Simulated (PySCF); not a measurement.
## Identify the compound

An unknown has the formula C₇H₈Cl₂Si. Its calculated NMR data are:

$^{1}$H NMR (600 MHz, computed): δ 7.88 (m, 2H), 7.75 (m, 1H), 7.72 (m, 2H), 0.77 (s, 3H).

$^{13}$C{$^{1}$H} NMR (computed): δ 141.7 (C), 138.8 (CH), 136.8 (CH), 133.3 (CH), 10.7 (CH3).

One conformer, relativity neglected, no solvent, equivalent nuclei averaged. GFN2-xTB geometry; PBE0/pcSseg-1 with gauge-including orbitals; PySCF 2.14.0 with density-fitted response routines.

Chemical shifts δ = σref − σ; $^{1}$H, $^{13}$C against TMS, all at this level.

Q: Propose a structure and justify it.

A: 
Rings plus π bonds: 4 (1 ring in the answer). 5 carbon signals for 7 carbons: some carbons are equivalent by symmetry or fast rotation. Carbon types of the structure: 1 × C, 5 × CH, 1 × CH3, which accounts for all hydrogens. δC 141.7: substituted aromatic carbon. δC 138.8, 136.8, 133.3: aromatic CH; the aromatic region. δC 10.7: methyl carbon bonded to Si; an electropositive neighbour leaves it electron-rich and shielded. δH 7.88, 7.75, 7.72: hydrogen on an aromatic CH; ring-current deshielding. δH 0.77: hydrogen on a methyl carbon bonded to Si; an electropositive neighbour shields it, as in TMS itself.

Structure: SMILES C[Si](Cl)(Cl)c1ccccc1.

The data come from this structure; uniqueness wasn't tested.

Shifts are as computed. Against solution values, carbons near 30 ppm lie about +3 ppm off and those near 130 ppm about +5 ppm. Of 1211 compounds with measured shifts, 218 miss one by over three times the rms of a fit or turn the order of signals round; such compounds aren't used in these exercises. No couplings were computed; multiplicities are counted from neighbouring protons, with m where these are inequivalent, close in shift, in a saturated or five-membered ring or joined by F or P, and br s for small geminal =CH2 splittings.
